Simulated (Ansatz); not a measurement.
`CB(C)C=O` + H₂O → `CB(C)O` + `C=O` at 500 K and 1 bar (formal hydrolysis of a B–C bond).

Program: Ansatz. Geometries: PBE0-D4/def2-TZVP. ΔE: electronic, gas phase. CBS: MP2 limit from def2 TZ/QZ plus the TZ coupled-cluster correction, frozen cores. This one scheme is used for every species. One conformer a species, not always the lowest.

| species | CCSD(T)/CBS energy (Eh) | H − E (kJ/mol) | S (J/(mol·K)) |
| --- | --- | --- | --- |
| `CB(C)C=O` | -218.32562 | 296.3 | 420.5 |
| H₂O | -76.37941 | 73.2 | 206.3 |
| `CB(C)O` | -180.36349 | 283.3 | 374.4 |
| `C=O` | -114.39408 | 87.9 | 238.5 |

H − E and S are ideal-gas, rigid-rotor, harmonic terms from PBE0-D4/def2-TZVP, for one conformer and one mirror image of each species. 1 Eh = 2625.50 kJ/mol, R = 8.31446 J/(mol·K).

Problem. By hand: ΔE, ΔH, ΔS and ΔG.

Solution. ΔE = (-180.36349) + (-114.39408) − (-218.32562) − (-76.37941) = -0.05254 Eh = -137.9 kJ/mol. Δ(H − E) = 283.3 + 87.9 − 296.3 − 73.2 = 1.7, so ΔH = -136.2 kJ/mol. ΔS = 374.4 + 238.5 − 420.5 − 206.3 = -13.9 J/(mol·K). ΔG = -136.2 − 500 × (-13.9)/1000 = -129.2 kJ/mol.

Problem. By hand: the equilibrium constant, and the temperature at which ΔG would vanish if ΔH and ΔS stayed fixed.

Solution. log₁₀ K = −ΔG/(RT ln 10) = 13.5. ΔG = 0 at ΔH/ΔS = 9799 K, far beyond where these terms or the molecules hold.

The number of gas molecules stays the same, so ΔS is small and ΔH decides. A doubt of 5 kJ/mol in ΔE shifts log₁₀ K by 0.5 here. Other conformers and mirror images would add mixing entropy, several J/(mol·K) or more a flexible species. Modes under 60 cm⁻¹, often nearly free rotors, make the harmonic entropy too high. These are equilibria of isolated gas molecules and say nothing of rates. Largest T1 diagnostic: 0.015 (customary marks: 0.02 for closed shells, 0.045 for open ones).
